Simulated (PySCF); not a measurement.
C3H3N2, SMILES C1=CN=C[N]1, multiplicity 2.

Coordinates come from a PBE-D3(BJ)/def2-SVP optimisation. The isomer is the one that the SMILES or the coordinates give; other isomers of the formula were not compared.

The numbers are results of PBE-D3(BJ)/def2-SVP run with PySCF, not measurements.

Frequencies are harmonic and unscaled.

Computed vibrational spectrum:
```json
[
 {"mode": "1", "ν (cm⁻¹)": "460", "IR (km/mol)": "19.1", "moving atoms (share of kinetic energy)": "H 42 %, N 38 %, C 20 %"},
 {"mode": "2", "ν (cm⁻¹)": "545", "IR (km/mol)": "0.0", "moving atoms (share of kinetic energy)": "H 40 %, C 32 %, N 29 %"},
 {"mode": "3", "ν (cm⁻¹)": "706", "IR (km/mol)": "21.6", "moving atoms (share of kinetic energy)": "H 86 %, C 13 %"},
 {"mode": "4", "ν (cm⁻¹)": "792", "IR (km/mol)": "0.3", "moving atoms (share of kinetic energy)": "C 63 %, N 34 %"},
 {"mode": "5", "ν (cm⁻¹)": "846", "IR (km/mol)": "0.1", "moving atoms (share of kinetic energy)": "H 44 %, C 43 %, N 12 %"},
 {"mode": "6", "ν (cm⁻¹)": "860", "IR (km/mol)": "0.0", "moving atoms (share of kinetic energy)": "H 53 %, C 45 %"},
 {"mode": "7", "ν (cm⁻¹)": "888", "IR (km/mol)": "3.8", "moving atoms (share of kinetic energy)": "N 64 %, C 19 %, H 17 %"},
 {"mode": "8", "ν (cm⁻¹)": "961", "IR (km/mol)": "2.3", "moving atoms (share of kinetic energy)": "C 55 %, H 36 %, N 9 %"},
 {"mode": "9", "ν (cm⁻¹)": "1002", "IR (km/mol)": "86.5", "moving atoms (share of kinetic energy)": "N 42 %, C 35 %, H 23 %"},
 {"mode": "10", "ν (cm⁻¹)": "1152", "IR (km/mol)": "25.2", "moving atoms (share of kinetic energy)": "C 66 %, N 27 %"},
 {"mode": "11", "ν (cm⁻¹)": "1161", "IR (km/mol)": "2.2", "moving atoms (share of kinetic energy)": "H 65 %, C 20 %, N 15 %"},
 {"mode": "12", "ν (cm⁻¹)": "1245", "IR (km/mol)": "0.0", "moving atoms (share of kinetic energy)": "H 79 %, C 20 %"},
 {"mode": "13", "ν (cm⁻¹)": "1276", "IR (km/mol)": "43.2", "moving atoms (share of kinetic energy)": "H 49 %, C 31 %, N 20 %"},
 {"mode": "14", "ν (cm⁻¹)": "1428", "IR (km/mol)": "32.0", "moving atoms (share of kinetic energy)": "C 57 %, N 38 %"},
 {"mode": "15", "ν (cm⁻¹)": "1494", "IR (km/mol)": "17.9", "moving atoms (share of kinetic energy)": "C 55 %, N 26 %, H 19 %"},
 {"mode": "16", "ν (cm⁻¹)": "3133", "IR (km/mol)": "0.9", "moving atoms (share of kinetic energy)": "H 92 %, C 8 %"},
 {"mode": "17", "ν (cm⁻¹)": "3145", "IR (km/mol)": "11.3", "moving atoms (share of kinetic energy)": "H 91 %, C 9 %"},
 {"mode": "18", "ν (cm⁻¹)": "3152", "IR (km/mol)": "1.6", "moving atoms (share of kinetic energy)": "H 91 %, C 9 %"}
]
```
